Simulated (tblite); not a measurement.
Run record: tight-binding relaxation, `C=C[C@@H]1OB(O)O[C@@H]1CBr`.

Computed with GFN2-xTB geometry optimisation, gas phase (tblite 0.8.0). Start geometry: from a force field or distance geometry. A driver script takes a list of jobs; this job's settings line and coordinates (Å) are shown.

Command:
```bash
OMP_NUM_THREADS=1 python probes_run.py task.json out
```

Input:
```
{"job": {"kind": "relax", "xc": "GFN2-xTB", "basis": "xTB"}, "charge": 0, "multiplicity": 1}
C      2.579400     0.383400    -0.699200
C      1.355700    -0.126500    -0.514500
C      0.382800     0.491400     0.449100
O      0.447600    -0.343100     1.567900
B     -0.108200    -1.577900     0.964100
O     -0.474600    -2.786700     1.717200
O     -0.882900    -1.187900    -0.248900
C     -1.037300     0.169400     0.041800
C     -1.618800     0.986100    -1.041500
Br    -1.612100     2.837500    -0.401300
H      3.300900    -0.041800    -1.376700
H      2.820300     1.292200    -0.131500
H      1.024000    -1.037100    -1.020700
H      0.572900     1.539100     0.659900
H     -1.235400    -2.518900     2.281100
H     -1.710600     0.243200     0.954200
H     -2.700000     0.775500    -1.194900
H     -1.112600     0.908400    -2.017800
```

Output:
```
step      E/eV     max force
  0    -879.31861    3.458
  1    -879.84654    2.089
  2    -880.11025    2.325
  3    -880.25414    1.035
  4    -880.33930    0.831
  5    -880.49462    1.195
  6    -880.58277    1.117
  7    -880.71918    0.925
  8    -880.82650    0.812
  9    -880.91908    0.665
... (95 lines left out)
105    -881.73642    0.049
106    -881.73651    0.026
107    -881.73657    0.019
108    -881.73662    0.024
109    -881.73666    0.029
110    -881.73671    0.024
111    -881.73675    0.014
112    -881.73678    0.011
113    -881.73679    0.010
114    -881.73680    0.009
```

«max force» is the largest atomic force in eV/Å.

Task: From which step on does the largest force stay under 0.1 eV/Å, and how much energy is left to gain from there?

Result: From step 69 (0.085 eV/Å), 18.0 meV above the end.

Main results: energy lowered by 55.8 kcal/mol over 114 steps; largest atomic force 0.009 eV/Å at the end.

Task: Give the final coordinates.

Result: 0.820 Å rms from the input after alignment:
```
atom  x, y, z in Å
C1     2.2205    1.0221   -0.9963
C2     1.4371    0.0527   -0.5631
C3     0.5847    0.1475    0.6710
O4     0.6259   -1.0879    1.3656
B5    -0.6071   -1.6679    1.3325
O6    -0.8693   -2.8810    1.8304
O7    -1.5539   -0.8527    0.7233
C8    -0.9396    0.3710    0.3825
C9    -1.2927    0.7214   -1.0549
Br10  -0.7923    2.5404   -1.4471
H11    2.8150    0.9131   -1.8865
H12    2.2857    1.9700   -0.4890
H13    1.3854   -0.9031   -1.0672
H14    0.9672    0.9322    1.3333
H15   -1.7847   -3.1505    1.7670
H16   -1.3388    1.1490    1.0500
H17   -2.3711    0.6503   -1.1933
H18   -0.7807    0.0797   -1.7695
```

Task: How long does this job take on Intel Xeon at 2.50 GHz, one thread, shared host with 64 logical CPUs at a one-minute load of 59?

Result: About 3.5 s.
Labels such as C1 count atoms from 1, the log's own numbers from 0.
